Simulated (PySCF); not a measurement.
**Computed properties of C2H10O2Si2, SMILES [SiH2](CC[SiH2]O)O**

C2H10O2Si2, SMILES O[SiH2]CC[SiH2]O. Coordinates come from a PBE0-D3(BJ)/def2-SVP optimisation. This is a generated structure with no PubChem entry under its InChIKey; it may be hypothetical. Other conformers were not sampled. All values are computed for the isolated molecule unless a solvent is named; none is compared with measurement here.

**Structure.** All 42 harmonic modes at PBE0-D3(BJ)/def2-SVP (PySCF) are real, so it is a minimum. With heavy atoms numbered as in [OH:1][SiH2:2][CH2:3][CH2:4][SiH2:5][OH:6], the shortest bond between them is C3–C4 at 1.535 Å and the longest C4–Si5 at 1.885 Å.

**Vibrations.** The strongest infrared lines (harmonic, unscaled, degenerate partners summed) lie at 912 cm⁻¹ (317 km/mol, H 66 %, Si 21 %, O 10 %), 841 cm⁻¹ (167 km/mol, H 47 %, O 38 %, Si 13 %), 833 cm⁻¹ (163 km/mol, H 48 %, O 38 %, Si 12 %). The softest mode is at 36 cm⁻¹ and the zero-point energy is 74.0 kcal/mol.

**Electronic structure.** r2SCAN/def2-TZVP (PySCF) places the frontier levels at -6.91 and -0.25 eV, a gap of 6.66 eV, and gives a dipole moment of 2.75 D and a mean polarisability of 81.8 bohr³. PBE/def2-TZVP (PySCF) at the same geometry gives -6.62 and -0.68 eV, so its gap is 0.72 eV narrower. An orbital gap is neither the optical nor the fundamental gap.

**Excitations.** TDA-PBE0/def2-SVPD (PySCF) has S1 at 6.76 eV (183 nm, f = 0.006, weak); the most intense of the 6 singlets computed lies at 7.27 eV (f = 0.02). T1 (TDA) is at 6.48 eV, 0.28 eV under S1. TDA-PBE/def2-SVPD (PySCF) puts S1 at 5.90 eV. No vertical singlet excitation falls in the visible range (under 3.1 eV).

**NMR.** GIAO shifts at PBE0/pcSseg-1 (PySCF) (non-relativistic, atoms alike by connectivity averaged): ¹³C at 11.7 ppm against TMS; ¹H from 0.7 to 5.1 ppm against TMS; ²⁹Si at -7.9 ppm against TMS.
